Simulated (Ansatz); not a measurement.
Mulliken charges of CH$_{6}$BNO (`BOCN`) from B3LYP/def2-TZVPP in Ansatz (PBE0-D4/def2-TZVP geometry).

| atom | x (Å) | y (Å) | z (Å) | charge (e) |
| --- | --- | --- | --- | --- |
| B1 | -0.534 | 1.658 | 0.155 | 0.018 |
| O2 | -0.143 | 0.502 | 0.705 | -0.259 |
| C3 | -0.255 | -0.750 | 0.003 | 0.114 |
| N4 | 0.986 | -1.390 | -0.218 | -0.325 |
| H5 | -0.999 | 1.672 | -0.956 | -0.011 |
| H6 | -0.398 | 2.652 | 0.808 | 0.012 |
| H7 | -0.754 | -0.568 | -0.952 | 0.076 |
| H8 | -0.885 | -1.389 | 0.626 | 0.102 |
| H9 | 1.469 | -1.591 | 0.647 | 0.139 |
| H10 | 1.595 | -0.846 | -0.814 | 0.134 |

**Question.** By hand: the dipole of these point charges (1 e Å = 4.8032 D).

**Answer.** Σ q r = (-0.046, -0.240, -0.116) e Å, of length 0.271 e Å = 1.30 D.

**Question.** How does the dipole of the full density compare? (An estimate is asked.)

**Answer.** The calculation gave: (0.107, -0.147, -0.059) e Å, 0.92 D; the point charges give 1.41 times that, at 44° from its direction.

Point charges leave out the atoms' own dipoles, such as those of lone pairs, and Mulliken's split depends on the basis, so the two needn't agree.

B3LYP here is the variant with VWN-RPA as its local correlation; programs differ in this.
